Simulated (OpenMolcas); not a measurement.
Computed levels of 4d3 in ions with 39 electrons, in cm-1 above 4F 3/2.

```yaml
Program: OpenMolcas 26.06
Method: MS-CASPT2, IPEA 0.25 Eh, imaginary shift 0.1 Eh
Basis: ANO-RCC-VTZP
Scalar_Hamiltonian: DKH2, point nucleus
Spin-orbit_coupling: RASSI with atomic mean-field integrals over the reference wave functions, term energies averaged over their components
```

Active space for each ion: 3 electrons in 5 orbitals (4d); closed shells correlated by CASPT2: 4s 4p.

| Level | Nb2+ | Mo3+ | Tc4+ | Ru5+ | Pd7+ |
| --- | --- | --- | --- | --- | --- |
| 4F 5/2 | 518 | 759 | 1064 | 1427 | 2480 |
| 4F 7/2 | 1183 | 1719 | 2380 | 3150 | 5310 |
| 4F 9/2 | 1951 | 2810 | 3840 | 5020 | 8190 |
| 4P 3/2 | 8920 | 10700 | 12230 | 13590 | 16460 |
| 4P 1/2 | 8990 | 10720 | 12290 | 13740 | 16980 |
| 2G 7/2 | 9500 | 11940 | 14010 | 15980 | 20370 |
| 4P 5/2 | 9920 | 11960 | 13980 | 15940 | 20640 |
| 2G 9/2 | 10080 | 12690 | 14930 | 17050 | 21690 |
| 2P 1/2 | 11080 | 14580 | 17440 | 20180 | 26210 |

Q: Estimate 4F 9/2, 4P 3/2, 4P 1/2 for Rh6+ from its neighbours Ru5+ and Pd7+.

A: 4F 9/2 is fine structure, which grows about as the fourth power of a screened charge, so the fourth roots are averaged: ((5020^0.25 + 8190^0.25) / 2)^4 = 6460. The calculation gives 6420, so the estimate is off by +0.6 %.
4P 3/2 is another term, which grows about linearly with the charge: (13590 + 16460) / 2 = 15025. The calculation gives 14930, so the estimate is off by +0.6 %.
4P 1/2 is another term, which grows about linearly with the charge: (13740 + 16980) / 2 = 15360. The calculation gives 15220, so the estimate is off by +0.9 %.

Mixed levels, with the weight of the term that names them: Ru5+ 2G 9/2 (74 %), Rh6+ 2G 9/2 (67 %), Pd7+ 4P 3/2 (72 %), Pd7+ 2G 9/2 (60 %).

CASPT2 breaks the degeneracy within a term, and the mean is taken; among the terms shown or strongly mixed into the levels shown the widest spread is 1000 cm-1 (4d3 4F, Ru5+). Levels of configurations with an s electron are missing; early in the row they begin among the upper levels of the d shell and mix with terms of their name (holds for Nb2+). The CASPT2 spread within a term exceeds the gap to the next term for 4d3 4P and 4d3 2G, so the order of their levels is uncertain (holds for Nb2+). Only configurations of the active space appear.
